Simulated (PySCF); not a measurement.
AlF₂ (SMILES [F][Al+][F]), charge +1, singlet, geometry from GFN2-xTB (such geometries of metal compounds can be far from the true shape); M062X/6-31G (PySCF).

Here is a job for PySCF.
```python
from pyscf import gto, scf, dft

mol = gto.M(
    atom='''
Al    0.00000000    0.00000000    0.00000000
F     0.00000000    0.00000000    1.61313589
F    -0.00000000   -0.00000000   -1.61313589
''',
    basis='6-31g',
    charge=1,
    verbose=4,
)

mf = dft.RKS(mol)
mf.xc = 'm062x'
mf.kernel()
mf.analyze()
```

Output, abridged:

```
PySCF version 2.14.0

[INPUT] verbose = 4
[INPUT] num. atoms = 3
[INPUT] num. electrons = 30
[INPUT] charge = 1
[INPUT] spin (= nelec alpha-beta = 2S) = 0
[INPUT] symmetry False subgroup None
[INPUT] Mole.unit = angstrom
[INPUT] Symbol           X                Y                Z      unit          X                Y                Z       unit  Magmom
[INPUT]  1 Al     0.000000000000   0.000000000000   0.000000000000 AA    0.000000000000   0.000000000000   0.000000000000 Bohr   0.0
[INPUT]  2 F      0.000000000000   0.000000000000   1.613135890000 AA    0.000000000000   0.000000000000   3.048385033807 Bohr   0.0
[INPUT]  3 F      0.000000000000   0.000000000000  -1.613135890000 AA    0.000000000000   0.000000000000  -3.048385033807 Bohr   0.0

nuclear repulsion = 90.0476799865509
number of shells = 17
number of NR pGTOs = 90
number of NR cGTOs = 31
basis = 6-31g
ecp = {}

******** <class 'pyscf.dft.rks.RKS'> ********
method = RKS
initial guess = minao
damping factor = 0
level_shift factor = 0
DIIS = <class 'pyscf.scf.diis.CDIIS'>
diis_start_cycle = 1
diis_space = 8
diis_damp = 0
SCF conv_tol = 1e-09
SCF conv_tol_grad = None
SCF max_cycles = 50
direct_scf = True
direct_scf_tol = 1e-13
XC library pyscf.dft.libxc version 7.1.2
    S. Lehtola, C. Steigemann, M. J. T. Oliveira, and M. A. L. Marques,  SoftwareX 7, 1–5 (2018)
XC functionals = m062x
    Y. Zhao and D. G. Truhlar,  Theor. Chem. Acc. 120, 215 (2008)
    Y. Zhao and D. G. Truhlar,  Theor. Chem. Acc. 120, 215 (2008)
radial grids:
    Treutler-Ahlrichs [JCP 102, 346 (1995); DOI:10.1063/1.469408] (M4) radial grids

becke partition: Becke, JCP 88, 2547 (1988); DOI:10.1063/1.454033
pruning grids: <function nwchem_prune>
grids dens level: 3
symmetrized grids: False
atomic radii adjust function: <function treutler_atomic_radii_adjust>
small_rho_cutoff = 0
Set gradient conv threshold to 3.16228e-05
Initial guess from minao.
tot grids = 47704
init E= -442.088309962243
  HOMO = -0.602110692059644  LUMO = -0.181126374088537  gap/eV = 11.45557
cycle= 1 E= -441.572254563517  delta_E= 0.516  |g|= 0.697  |ddm|= 1.67
  HOMO = -0.642481135900113  LUMO = -0.355363104467913  gap/eV = 7.81288
cycle= 2 E= -441.520842724695  delta_E= 0.0514  |g|= 1.01  |ddm|= 1.41
  HOMO = -0.773999265721397  LUMO = -0.372598697819167  gap/eV = 10.92267
cycle= 3 E= -441.68535984025  delta_E= -0.165  |g|= 0.0248  |ddm|= 0.65
  HOMO = -0.776399480248319  LUMO = -0.376874356404639  gap/eV = 10.87163
cycle= 4 E= -441.685598939648  delta_E= -0.000239  |g|= 0.0139  |ddm|= 0.0524
  HOMO = -0.778208144149483  LUMO = -0.374688168401724  gap/eV = 10.98034
cycle= 5 E= -441.685633811923  delta_E= -3.49e-05  |g|= 0.000739  |ddm|= 0.011
  HOMO = -0.778152042971037  LUMO = -0.374778492346704  gap/eV = 10.97635
cycle= 6 E= -441.685634176756  delta_E= -3.65e-07  |g|= 0.00016  |ddm|= 0.00166
  HOMO = -0.778169756458186  LUMO = -0.374729341067196  gap/eV = 10.97817
cycle= 7 E= -441.685634196241  delta_E= -1.95e-08  |g|= 1.97e-05  |ddm|= 0.000369
  HOMO = -0.778169920901524  LUMO = -0.374729703692707  gap/eV = 10.97817
cycle= 8 E= -441.685634196521  delta_E= -2.81e-10  |g|= 1.57e-06  |ddm|= 6.57e-05
  HOMO = -0.778169476997348  LUMO = -0.37472968244932  gap/eV = 10.97816
Extra cycle  E= -441.685634196523  delta_E= -1.71e-12  |g|= 1.43e-06  |ddm|= 3.53e-06
converged SCF energy = -441.685634196523
**** SCF Summaries ****
Total Energy =                        -441.685634196523040
Nuclear Repulsion Energy =              90.047679986550918
One-electron Energy =                 -785.523760365320186
Two-electron Energy =                  253.790446182246257
Two-electron Coulomb Energy =          293.108756528740912
DFT Exchange-Correlation Energy =      -39.318310346494656
HOMO-LUMO gap [eV] =                    10.978155985275890
**** MO energy ****
MO #1   energy= -57.319800549412   occ= 2
MO #2   energy= -25.5295605362918  occ= 2
MO #3   energy= -25.5294924981382  occ= 2
MO #4   energy= -4.84242621785198  occ= 2
MO #5   energy= -3.34372850408168  occ= 2
MO #6   energy= -3.34251514879271  occ= 2
MO #7   energy= -3.3425151487927   occ= 2
MO #8   energy= -1.60374349502527  occ= 2
MO #9   energy= -1.59560746210302  occ= 2
MO #10  energy= -0.849187049499714 occ= 2
MO #11  energy= -0.810024584357054 occ= 2
MO #12  energy= -0.798737813385199 occ= 2
MO #13  energy= -0.798737813385198 occ= 2
MO #14  energy= -0.77816947699735  occ= 2
MO #15  energy= -0.778169476997348 occ= 2
MO #16  energy= -0.37472968244932  occ= 0
MO #17  energy= -0.275487976502293 occ= 0
MO #18  energy= -0.275487976502289 occ= 0
MO #19  energy= -0.100974847347931 occ= 0
MO #20  energy= -0.0548733365004332 occ= 0
MO #21  energy= -0.0457538919456646 occ= 0
MO #22  energy= -0.0457538919456503 occ= 0
MO #23  energy= 0.192768686914266  occ= 0
 ** Mulliken pop on meta-lowdin orthogonal AOs  **
 ** Mulliken pop  **
pop of  0 Al 1s           1.99997
pop of  0 Al 2s           1.99904
pop of  0 Al 3s           0.46540
pop of  0 Al 4s           0.02268
pop of  0 Al 2px          1.99996
pop of  0 Al 2py          1.99996
pop of  0 Al 2pz          2.00000
pop of  0 Al 3px          0.21111
pop of  0 Al 3py          0.21111
pop of  0 Al 3pz          0.33481
pop of  0 Al 4px          0.00708
pop of  0 Al 4py          0.00708
pop of  0 Al 4pz          0.02659
pop of  1 F 1s            1.99999
pop of  1 F 2s            1.84101
pop of  1 F 3s            0.00113
pop of  1 F 2px           1.89052
pop of  1 F 2py           1.89052
pop of  1 F 2pz           1.73262
pop of  1 F 3px           0.00040
pop of  1 F 3py           0.00040
pop of  1 F 3pz           0.00101
pop of  2 F 1s            1.99999
pop of  2 F 2s            1.84101
pop of  2 F 3s            0.00113
pop of  2 F 2px           1.89052
pop of  2 F 2py           1.89052
pop of  2 F 2pz           1.73262
pop of  2 F 3px           0.00040
pop of  2 F 3py           0.00040
pop of  2 F 3pz           0.00101
 ** Mulliken atomic charges  **
charge of    0Al =      1.71520
charge of    1F =     -0.35760
charge of    2F =     -0.35760

WARN: System has nonzero charge 1; the dipole moment is origin-dependent.
Location of origin: [0. 0. 0.]

Dipole moment(X, Y, Z, Debye): -0.00000, -0.00000, -0.00000
```
